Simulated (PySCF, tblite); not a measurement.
Potential energy curve for CF, doublet.

- GFN2-xTB, 300 K electronic temperature (tblite)
- UMP2 = MP2 on UHF/6-31G, 2 core orbitals frozen (PySCF 2.14.0)
- ROKS-B3LYP = restricted open-shell B3LYP/6-31G in PySCF
- UCCSD(T) = CCSD(T) on UHF/6-31G, 2 core orbitals frozen run with PySCF

Energies relative to the lowest point of each curve near equilibrium, in kJ/mol:

```
R / Å  GFN2-xTB   UMP2  ROKS-B3LYP
-----  --------  -----  ----------
0.95      657.6  765.9       724.0
1.02      325.7  432.1       401.7
1.08      159.5  249.7       227.7
1.19       22.2   69.4        59.6
1.22        8.5   43.4        36.2
1.27        0.0   15.0        11.5
1.32        4.6    1.3         0.8
1.33        6.7    0.0         0.0
1.41       33.9    2.3         5.6
1.47       62.3   15.3        20.3
1.56      111.2   46.0        52.7
1.73      209.0  144.5       130.2
```

Problem. What does UCCSD(T) give at the same points?

Solution. 0.95: 774.4; 1.02: 439.4; 1.08: 256.0; 1.19: 73.3; 1.22: 46.5; 1.27: 16.8; 1.32: 1.7; 1.33: 0.1; 1.41: 0.0; 1.47: 11.1; 1.56: 38.8; 1.73: 110.3 (kJ/mol).

The scan ran from 0.95 to 5.11 Å; beyond the distances shown one of the unrestricted levels run for this scan, shown here or not, changes its spin distribution in one step. The unrestricted determinant behind UMP2, UCCSD(T) is spin-contaminated at 1.73 Å (<S²> up to 0.9, against 0.75 for a pure doublet).
